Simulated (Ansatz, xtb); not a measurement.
**C6H6P2: which of two isomers lies lower**

We compare X, `C=CC1=PC=CC=P1`, a singlet, with Y, `C=CC1=PC=CP=C1`, a singlet. Both are isolated molecules in the gas phase, relaxed with PBE0-D3(BJ)/def2-SVP; the shapes shown needn't be the lowest conformers.

X (Å):

```yaml
atoms:
  - { symbol: C, position_ang: [0.4063, -0.1889, 3.2974] }
  - { symbol: C, position_ang: [0.7126, -0.7820, 2.1338] }
  - { symbol: C, position_ang: [0.0688, -0.5735, 0.8261] }
  - { symbol: C, position_ang: [-1.7548, 0.4971, -0.9358] }
  - { symbol: C, position_ang: [-1.1905, -0.2171, -1.9921] }
  - { symbol: C, position_ang: [-0.1076, -1.0817, -1.8843] }
  - { symbol: P, position_ang: [-1.3005, 0.5192, 0.7313] }
  - { symbol: P, position_ang: [0.8046, -1.4922, -0.4682] }
  - { symbol: H, position_ang: [-0.3975, 0.5482, 3.3845] }
  - { symbol: H, position_ang: [0.9625, -0.4303, 4.2058] }
  - { symbol: H, position_ang: [1.5371, -1.5074, 2.1298] }
  - { symbol: H, position_ang: [-2.6105, 1.1397, -1.1727] }
  - { symbol: H, position_ang: [-1.6380, -0.0868, -2.9843] }
  - { symbol: H, position_ang: [0.2289, -1.5788, -2.8011] }
```

Y (Å):

```yaml
atoms:
  - { symbol: C, position_ang: [-0.8746, -3.4038, 0.9036] }
  - { symbol: C, position_ang: [-0.0428, -2.5005, 0.3697] }
  - { symbol: C, position_ang: [-0.3611, -1.1118, -0.0110] }
  - { symbol: C, position_ang: [-1.5757, -0.5259, 0.3541] }
  - { symbol: C, position_ang: [-0.9486, 1.7961, -0.9052] }
  - { symbol: C, position_ang: [0.2740, 1.2543, -1.2661] }
  - { symbol: P, position_ang: [-2.2182, 1.0484, 0.0223] }
  - { symbol: P, position_ang: [0.9158, -0.3257, -0.9317] }
  - { symbol: H, position_ang: [-1.9251, -3.1874, 1.1163] }
  - { symbol: H, position_ang: [-0.5236, -4.4105, 1.1406] }
  - { symbol: H, position_ang: [0.9897, -2.8089, 0.1648] }
  - { symbol: H, position_ang: [-2.2530, -1.1433, 0.9584] }
  - { symbol: H, position_ang: [-1.1567, 2.8249, -1.2253] }
  - { symbol: H, position_ang: [0.9521, 1.8938, -1.8465] }
```

Quicker runs give these differences E(Y) − E(X): GFN2-xTB −0.002 eV; HF/STO-3G −0.077 eV (at GFN2-xTB geometries); r2SCAN-D4/def2-SVP +0.076 eV (at GFN2-xTB geometries).

Problem. Which of the two would you expect CCSD(T)/def2-SVP + ΔMP2/def2-TZVPP electronic energies to favour?

Solution. Too close to call at this level: CCSD(T)/def2-SVP + ΔMP2/def2-TZVPP gives E(Y) − E(X) = +0.064 eV.

Level by level:

| level | geometry | E(Y) − E(X) (eV) | departure from the last row (eV) | job, with rough time for the two |
| --- | --- | --- | --- | --- |
| GFN2-xTB | GFN2-xTB | −0.002 | −0.066 | optimisation, 0.33 s |
| HF/STO-3G | GFN2-xTB | −0.077 | −0.141 | single point, 0.44 s |
| r2SCAN-D4/def2-SVP | GFN2-xTB | +0.076 | +0.012 | single point, 4 s |
| PBE0-D3(BJ)/def2-SVP | PBE0-D3(BJ)/def2-SVP | +0.069 | +0.005 | optimisation, 28 s |
| HF/def2-SVP | PBE0-D3(BJ)/def2-SVP | +0.054 | −0.010 | part of the CCSD(T) run |
| MP2/def2-SVP | PBE0-D3(BJ)/def2-SVP | +0.082 | +0.018 | part of the CCSD(T) run |
| CCSD(T)/def2-SVP | PBE0-D3(BJ)/def2-SVP | +0.057 | −0.007 | single point |
| CCSD(T)/def2-SVP + ΔMP2/def2-TZVPP | PBE0-D3(BJ)/def2-SVP | +0.064 |  | single point, 85 s |

As drawn, both hold the same kinds of bond in the same numbers.

HF/STO-3G puts the two in the other order. GFN2-xTB finds them nearly level. The largest departure from CCSD(T)/def2-SVP + ΔMP2/def2-TZVPP is that of HF/STO-3G, 0.141 eV. The last row adds to CCSD(T) the change of the MP2 difference between the two basis sets, here +0.007 eV.

With thermal terms from frequencies at re-optimised GFN2-xTB minima (ideal gas, soft modes damped towards free rotors, one conformer each, 298.15 K, 1 atm): on the last row, ΔE + ΔZPE = +0.060, ΔH = +0.061, ΔG = +0.058 eV.

The correlated steps freeze 16 core orbitals. Programs: Ansatz 0.2.0, xtb 6.7.1; the last row on 4 threads of Arm Neoverse V2 on a shared host.
